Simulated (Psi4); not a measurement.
F₃Sn (SMILES [F][Sn+]([F])[F]), charge +1, singlet, at a GFN2-xTB geometry (such geometries of metal compounds can be far from the true shape) (core potentials on Sn); B3LYP/def2-SVP in Psi4.

Psi4 was given this input:
```
memory 2 GB

molecule mol {
1 1
  Sn    0.000000   -0.000000    0.000000
  F    -1.725569   -1.090080    0.066814
  F    -0.010204    1.880154   -0.797021
  F     1.735773   -0.790074    0.730207
}

set basis def2-svp
set reference uks

energy('b3lyp')
print_variables()
```

What the program printed (banner, timings and long lists left out):

```
   => Loading Basis Set <=

    Name: DEF2-SVP
    Role: ORBITAL
    Keyword: BASIS

    !!!  WARNING: ECP capability is in beta. Please check occupations closely.  !!!

         ---------------------------------------------------------
                                   SCF
               by Justin Turney, Rob Parrish, Andy Simmonett
                          and Daniel G. A. Smith
                              UKS Reference
         ---------------------------------------------------------

  ==> Geometry <==

    Molecular point group: cs
    Full point group: Cs

    Geometry (in Angstrom), charge = 1, multiplicity = 1:

       Center              X                  Y                   Z               Mass
    ------------   -----------------  -----------------  -----------------  -----------------
         SN          -0.000000000000     0.000000000000     0.000000000000   119.902201630000
         F           -1.030085586756     1.763306716007     0.000000000000    18.998403162730
         F            2.042110901527     0.010427158653     0.000000000000    18.998403162730
         F           -1.012025314771    -1.773733874660     0.000000000000    18.998403162730

  Running in cs symmetry.

  Rotational constants: A =      0.14185  B =      0.14185  C =      0.07092 [cm^-1]
  Rotational constants: A =   4252.44663  B =   4252.44480  C =   2126.22286 [MHz]
  Nuclear repulsion =  190.277454142658854

  Charge       = 1
  Multiplicity = 1
  Electrons    = 48
  Nalpha       = 24
  Nbeta        = 24

  ==> Algorithm <==

  SCF Algorithm Type is DF.
  DIIS enabled.
  MOM disabled.
  Fractional occupation disabled.
  Guess Type is SAD.
  Energy threshold   = 1.00e-06
  Density threshold  = 1.00e-06
  Integral threshold = 1.00e-12

  ==> Primary Basis <==

  Basis Set: DEF2-SVP
    Blend: DEF2-SVP
    Number of shells: 28
    Number of basis functions: 68
    Number of Cartesian functions: 73
    Spherical Harmonics?: true
    Max angular momentum: 2

  Core potential: DEF2-SVP
    Number of shells: 4
    Number of ECP primitives: 18
    Number of ECP core electrons: 28
    Max angular momentum: 3

  ==> DFT Potential <==

   => LibXC <=

    Version 7.1.2
    S. Lehtola, C. Steigemann, M. J. T. Oliveira, and M. A. L. Marques,  SoftwareX 7, 1–5 (2018) (10.1016/j.softx.2017.11.002)

   => Composite Functional: B3LYP <=

    B3LYP Hyb-GGA Exchange-Correlation Functional

    P. J. Stephens, F. J. Devlin, C. F. Chabalowski, and M. J. Frisch,  J. Phys. Chem. 98, 11623 (1994) (10.1021/j100096a001)

    Deriv               =              1
    GGA                 =           TRUE
    Meta                =          FALSE

    Exchange Hybrid     =           TRUE
    MP2 Hybrid          =          FALSE

   => Exchange Functionals <=

    0.0800   Slater exchange
    0.7200         Becke 88

   => Exact (HF) Exchange <=

    0.2000               HF

   => Correlation Functionals <=

    0.1900   Vosko, Wilk & Nusair (VWN5_RPA)
    0.8100   Lee, Yang & Parr

   => LibXC Density Thresholds  <==

    XC_HYB_GGA_XC_B3LYP:  1.00E-15

   => Molecular Quadrature <=

    Radial Scheme          =       TREUTLER
    Pruning Scheme         =           NONE
    Nuclear Scheme         =       TREUTLER

    Blocking Scheme        =         OCTREE
    BS radius alpha        =              1
    Pruning alpha          =              1
    Radial Points          =             75
    Spherical Points       =            302
    Total Points           =          87119
    Total Blocks           =            728
    Max Points             =            254
    Max Functions          =             66
    Weights Tolerance      =       1.00E-15

   => Loading Basis Set <=

    Name: (DEF2-SVP AUX)
    Role: JKFIT
    Keyword: DF_BASIS_SCF

  ==> Integral Setup <==

  SCF_SUBTYPE=INCORE selected. In-core MEM_DF algorithm will be used.
  Using in-core AOs.

  ==> MemDFJK: Density-Fitted J/K Matrices <==

    J tasked:                   Yes
    K tasked:                   Yes
    wK tasked:                   No
    Algorithm:                 Core
    Schwarz Cutoff:           1E-12
    Mask sparsity (%):       5.7958
    Fitting Condition:        1E-10

   => Auxiliary Basis Set <=

  Basis Set: (DEF2-SVP AUX)
    Blend: DEF2-UNIVERSAL-JKFIT
    Number of shells: 121
    Number of basis functions: 449
    Number of Cartesian functions: 588
    Spherical Harmonics?: true
    Max angular momentum: 5

  Minimum eigenvalue in the overlap matrix is 6.4842055964E-02.
  Reciprocal condition number of the overlap matrix is 2.1101914240E-02.
    Using symmetric orthogonalization.

  ==> Pre-Iterations <==

  SCF Guess: Superposition of Atomic Densities via on-the-fly atomic UHF (no occupation information).

   -------------------------
    Irrep   Nso     Nmo
   -------------------------
     A'        48      48
     A"        20      20
   -------------------------
    Total      68      68
   -------------------------

  ==> Iterations <==

                           Total Energy        Delta E     RMS |[F,P]|

   @DF-UKS iter SAD:  -511.74291070185916   -5.11743e+02   0.00000e+00
   @DF-UKS iter   1:  -513.12684756892293   -1.38394e+00   1.18174e-02 DIIS/ADIIS
   @DF-UKS iter   2:  -512.23399552896876    8.92852e-01   3.15281e-02 DIIS/ADIIS
   @DF-UKS iter   3:  -513.27973509966921   -1.04574e+00   3.61372e-03 DIIS/ADIIS
   @DF-UKS iter   4:  -513.28274690338969   -3.01180e-03   2.97516e-03 DIIS/ADIIS
   @DF-UKS iter   5:  -513.29221574122153   -9.46884e-03   3.32732e-04 DIIS/ADIIS
   @DF-UKS iter   6:  -513.29235693302621   -1.41192e-04   5.29468e-05 DIIS
   @DF-UKS iter   7:  -513.29235796588375   -1.03286e-06   4.10046e-05 DIIS
   @DF-UKS iter   8:  -513.29235970666718   -1.74078e-06   8.61203e-06 DIIS
   @DF-UKS iter   9:  -513.29235979592909   -8.92619e-08   9.55201e-07 DIIS
  Energy and wave function converged.

  ==> Post-Iterations <==

   Electrons on quadrature grid:
      Nalpha   =   23.9999829579 ; deviation = -1.704e-05
      Nbeta    =   23.9999829579 ; deviation = -1.704e-05
      Ntotal   =   47.9999659158 ; deviation = -3.408e-05

   @Spin Contamination Metric:   2.486899575E-14
   @S^2 Expected:                0.000000000E+00
   @S^2 Observed:                2.486899575E-14
   @S   Expected:                0.000000000E+00
   @S   Observed:                0.000000000E+00

    Orbital Energies [Eh]
    ---------------------

    Alpha Occupied:

[...]
    Alpha Virtual:

[...]
    Beta Occupied:

[...]
    Beta Virtual:

[...]
    Final Occupation by Irrep:
             Ap   App
    DOCC [    18,    6 ]
    SOCC [     0,    0 ]
    NA   [    18,    6 ]
    NB   [    18,    6 ]

  @DF-UKS Final Energy:  -513.29235979592909

   => Energetics <=

    Nuclear Repulsion Energy =            190.2774541426588542
    One-Electron Energy =               -1160.2472827102656083
    Two-Electron Energy =                 496.4278972816365467
    DFT Exchange-Correlation Energy =     -39.7504285099588941
    Empirical Dispersion Energy =           0.0000000000000000
    VV10 Nonlocal Energy =                  0.0000000000000000
    Total Energy =                       -513.2923597959290873

  UHF NO Occupations:
  HONO-2 :   16 Ap 2.0000000
  HONO-1 :   17 Ap 2.0000000
  HONO-0 :   18 Ap 2.0000000
  LUNO+0 :   19 Ap 0.0000000
  LUNO+1 :   20 Ap 0.0000000
  LUNO+2 :   21 Ap 0.0000000
  LUNO+3 :   22 Ap 0.0000000

Computation Completed

Properties will be evaluated at   0.000000,   0.000000,   0.000000 [a0]

Properties computed using the SCF density matrix

 Multipole Moments:

 ------------------------------------------------------------------------------------
     Multipole            Electronic (a.u.)      Nuclear  (a.u.)        Total (a.u.)
 ------------------------------------------------------------------------------------

 L = 1.  Multiply by 2.5417464519 to convert [e a0] to [Debye]
 Dipole X            :         -0.0000215            0.0000000           -0.0000215
 Dipole Y            :          0.0000190           -0.0000000            0.0000190
 Dipole Z            :          0.0000000            0.0000000            0.0000000
 Magnitude           :                                                    0.0000287

 ------------------------------------------------------------------------------------

  Variable Map:
  ----------------------------------------------------------------------------
[...]
  Array Variable Map:
  ----------------------------------------------------------------------------
[...]
[...]
```
